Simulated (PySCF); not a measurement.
AlFH2Se. Atoms are numbered in the order given.

```xyz
5

Al    -0.5393    -1.1631     0.0000
F      0.6825    -2.2753     0.0000
H     -2.0254    -1.6498     0.0000
Se     0.1229     1.0517     0.0000
H     -1.2836     1.4903     0.0000
```

Geometry optimised at B3LYP-D3(BJ)/def2-TZVP. The values are those of a single conformer.

The numbers are results of B3LYP-D3(BJ)/def2-TZVP (PySCF), not measurements.

Frequencies are harmonic and unscaled.

Computed vibrational spectrum:
```json
[
 {"mode": "1", "ν (cm⁻¹)": "159", "IR (km/mol)": "10.5", "moving atoms (share of kinetic energy)": "F 60 %, Al 20 %, Se 17 %"},
 {"mode": "2", "ν (cm⁻¹)": "251", "IR (km/mol)": "0.1", "moving atoms (share of kinetic energy)": "H 91 %"},
 {"mode": "3", "ν (cm⁻¹)": "384", "IR (km/mol)": "24.0", "moving atoms (share of kinetic energy)": "Al 61 %, Se 23 %, H 13 %"},
 {"mode": "4", "ν (cm⁻¹)": "458", "IR (km/mol)": "103.3", "moving atoms (share of kinetic energy)": "H 80 %, Al 17 %"},
 {"mode": "5", "ν (cm⁻¹)": "584", "IR (km/mol)": "54.0", "moving atoms (share of kinetic energy)": "H 88 %"},
 {"mode": "6", "ν (cm⁻¹)": "660", "IR (km/mol)": "122.6", "moving atoms (share of kinetic energy)": "H 91 %"},
 {"mode": "7", "ν (cm⁻¹)": "838", "IR (km/mol)": "170.4", "moving atoms (share of kinetic energy)": "F 54 %, Al 44 %"},
 {"mode": "8", "ν (cm⁻¹)": "1993", "IR (km/mol)": "140.4", "moving atoms (share of kinetic energy)": "H 96 %"},
 {"mode": "9", "ν (cm⁻¹)": "2397", "IR (km/mol)": "6.5", "moving atoms (share of kinetic energy)": "H 99 %"}
]
```
